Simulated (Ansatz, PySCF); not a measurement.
This Ansatz (a first-principles code) input computes a SVWN5/def2-TZVPD energy:

Ansatz 0.2 input:
```yaml
crystal:
  periodic: [false, false, false]
  atoms:
    - {symbol: F, position_ang: [-1.55803598, -1.01360056, -0.02059180]}
    - {symbol: C, position_ang: [-0.85470957, 0.02550051, -0.01885510]}
    - {symbol: F, position_ang: [-1.49425997, 1.10466670, -0.04674259]}
    - {symbol: Br, position_ang: [0.93139774, -0.02778852, 0.02054686]}
basis:
  gaussian:
    orbitals: def2-TZVPD
hamiltonian:
  xc: {name: SVWN5}
total_charge: 1
output: {forces: true}
```

Problem. Write an input for the same energy in PySCF and say what it gives.

Solution. 
```python
from pyscf import gto, scf, dft

mol = gto.M(
    atom='''
    F    -1.55803598   -1.01360056   -0.02059180
    C    -0.85470957    0.02550051   -0.01885510
    F    -1.49425997    1.10466670   -0.04674259
    Br    0.93139774   -0.02778852    0.02054686
    ''',
    basis='def2-tzvpd',
    charge=1,
    spin=0,
    verbose=4,
)

mf = dft.RKS(mol, xc='svwn').density_fit(auxbasis='def2-universal-jkfit')
mf.grids.level = 3
mf.conv_tol = 1e-9
mf.max_cycle = 100
mf.max_memory = 1500
mf.kernel()
if not mf.converged:
    mf = mf.newton()
    mf.kernel(mf.make_rdm1())
mf.analyze()
```
It gives -2806.54603 Eh, and Ansatz -2806.54597 Eh, a difference of 0.06 mEh, from the treatment of integrals and grids.
